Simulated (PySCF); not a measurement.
## Assignment exercise: C9H7F

Molfile (atoms numbered from 1):
```
C9H7F
     RDKit          3D

 17 17  0  0  0  0  0  0  0  0999 V2000
   -3.8042   -0.1051   -0.6714 C   0  0  0  0  0  0  0  0  0  0  0  0
   -2.3861   -0.0689   -0.3597 C   0  0  0  0  0  0  0  0  0  0  0  0
   -1.1991   -0.0345   -0.1028 C   0  0  0  0  0  0  0  0  0  0  0  0
    0.1928    0.0026    0.2168 C   0  0  0  0  0  0  0  0  0  0  0  0
    0.8996   -1.1818    0.4911 C   0  0  0  0  0  0  0  0  0  0  0  0
    2.2509   -1.1483    0.8147 C   0  0  0  0  0  0  0  0  0  0  0  0
    2.9034    0.0783    0.8650 C   0  0  0  0  0  0  0  0  0  0  0  0
    4.1966    0.1153    1.1804 F   0  0  0  0  0  0  0  0  0  0  0  0
    2.2365    1.2675    0.5941 C   0  0  0  0  0  0  0  0  0  0  0  0
    0.8852    1.2254    0.2714 C   0  0  0  0  0  0  0  0  0  0  0  0
   -4.3972    0.3918    0.1130 H   0  0  0  0  0  0  0  0  0  0  0  0
   -4.0156    0.4059   -1.6241 H   0  0  0  0  0  0  0  0  0  0  0  0
   -4.1650   -1.1417   -0.7587 H   0  0  0  0  0  0  0  0  0  0  0  0
    0.3730   -2.1369    0.4501 H   0  0  0  0  0  0  0  0  0  0  0  0
    2.8091   -2.0607    1.0316 H   0  0  0  0  0  0  0  0  0  0  0  0
    2.7838    2.2106    0.6410 H   0  0  0  0  0  0  0  0  0  0  0  0
    0.3475    2.1510    0.0583 H   0  0  0  0  0  0  0  0  0  0  0  0
  1  2  1  0
  2  3  3  0
  3  4  1  0
  4  5  1  0
  5  6  2  0
  6  7  1  0
  7  8  1  0
  7  9  2  0
  9 10  1  0
 10  4  2  0
  1 11  1  0
  1 12  1  0
  1 13  1  0
  5 14  1  0
  6 15  1  0
  9 16  1  0
 10 17  1  0
M  END
```

How the numbers were obtained: structure optimised with PBE0-D3(BJ)/def2-SVP, NMR shieldings at B97-2/pcSseg-1/GIAO, in PySCF (gas phase, non-relativistic, one conformer, rapidly exchanging positions averaged).

δ = σ(ref) − σ, references computed at the same level: $^{13}$C and $^{1}$H vs TMS.

Q: Assign these signals to the numbered atoms. $^{13}$C{$^{1}$H} NMR (computed): δ 166.1, 137.4, 121.7, 117.4, 91.3, 82.5, 6.2.

A: 
| δ (ppm) | atoms | environment | reason |
| --- | --- | --- | --- |
| 166.1 | C7 | aromatic carbon bearing fluorine | the electronegative substituent deshields the carbon that carries it |
| 137.4 | C5/C10 | aromatic CH | the aromatic region |
| 121.7 | C4 | substituted aromatic carbon | – |
| 117.4 | C6/C9 | aromatic CH | – |
| 91.3 | C2 | alkyne carbon | the triple bond shields along its axis, which puts it between sp3 and sp2 carbons |
| 82.5 | C3 | alkyne carbon | – |
| 6.2 | C1 | propargylic methyl carbon | aliphatic region, no heteroatom directly attached |

Q: Assign these signals to the numbered atoms. $^{1}$H NMR (600 MHz, computed): δ 7.43 (m, 2H), 6.98 (m, 2H), 2.14 (s, 3H).

A: 
| δ (ppm) | atoms | environment | reason |
| --- | --- | --- | --- |
| 7.43 | H14/H17 | hydrogen on an aromatic CH | ring-current deshielding |
| 6.98 | H15/H16 | hydrogen on an aromatic CH | – |
| 2.14 | H11/H12/H13 | hydrogen on a propargylic methyl carbon | – |

Splittings by $^{19}$F in the carbon and heteronuclear signals aren't shown, as no couplings were computed. Shifts are as computed. Against solution values, carbons near 30 ppm lie about +1 ppm off and those near 130 ppm about +2 ppm. Of 1211 compounds with measured shifts, 218 miss one by over three times the rms of a fit or turn the order of signals round; such compounds aren't used in these exercises. No couplings were computed; multiplicities are counted from neighbouring protons, with m where these are inequivalent, close in shift, in a saturated or five-membered ring or joined by F or P, and br s for small geminal =CH2 splittings.
